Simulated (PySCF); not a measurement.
Compound: C7H8N2.
Atom-mapped SMILES: `[CH3:1]/[N:2]=[CH:3]/[c:4]1[cH:5][cH:6][cH:7][n:8][cH:9]1` (hydrogens: H10, H11, H12 on C1; H13 on C3; H14 on C5; H15 on C6; H16 on C7; H17 on C9)

Cartesian coordinates in Å at the GFN2-xTB level; atoms count from 1:
```
atom  x, y, z in Å
C1     3.2770    0.0402    0.0170
N2     1.8952    0.3533    0.1565
C3     1.0269   -0.5604    0.1389
C4    -0.3898   -0.2671    0.2820
C5    -0.8577    1.0403    0.4313
C6    -2.2168    1.2540    0.5567
C7    -3.0643    0.1534    0.5268
N8    -2.6353   -1.0902    0.3912
C9    -1.3371   -1.2922    0.2736
H10    3.7974    0.4005    0.9061
H11    3.6680    0.5932   -0.8387
H12    3.4770   -1.0328   -0.1157
H13    1.2840   -1.6247    0.0152
H14   -0.1462    1.8515    0.4437
H15   -2.6157    2.2501    0.6734
H16   -4.1368    0.2692    0.6159
H17   -1.0326   -2.3263    0.1656
```

Computed with TDDFT PBE0/def2-SVPD, vertical, gas phase, core orbitals frozen in the response in PySCF.

Transition dipole moments from the ground state, in atomic units and in the frame of the coordinates above (overall signs are arbitrary), for the states with f of 0.002 or more among the lowest 7:

```
state  E (eV)      μx      μy      μz
   S3   4.999  -0.031  -0.004   0.144
   S4   5.035   1.466  -0.131  -0.121
   S5   5.453  -1.244  -0.029   0.096
   S7   6.301  -0.508  -0.859  -0.031
```

Q: What oscillator strength does each state have?

A: f = (2/3) ΔE |μ|² with ΔE in hartree (27.2114 eV).

| state | \|μ\|² (au) | \|μ\| (D) | f |
| --- | --- | --- | --- |
| S3 | 0.022 | 0.38 | 0.003 |
| S4 | 2.180 | 3.75 | 0.269 |
| S5 | 1.559 | 3.17 | 0.208 |
| S7 | 0.997 | 2.54 | 0.154 |

Q: What angle do the transition dipoles of S5 and S7 make?

A: |cos θ| = |μa·μb| / (|μa| |μb|) = 0.52, so θ ≈ 58° (taken between 0 and 90°, since the signs are arbitrary).

Q: How is the summed strength of these states shared among x, y and z?

A: (2/3) Σ ΔE μα² gives 0.512 for x, 0.116 for y and 0.006 for z, 0.634 in all.

Q: What peak molar absorption coefficient would the strongest computed level give as a lone Gaussian band 0.3 eV wide at half height?

A: ε(max) = 2.175×10⁸ f / FWHM, with the width in cm⁻¹. S4: 2.175×10⁸ × 0.2690 / 2420 ≈ 24000 L mol⁻¹ cm⁻¹.

One conformer stands for the species.
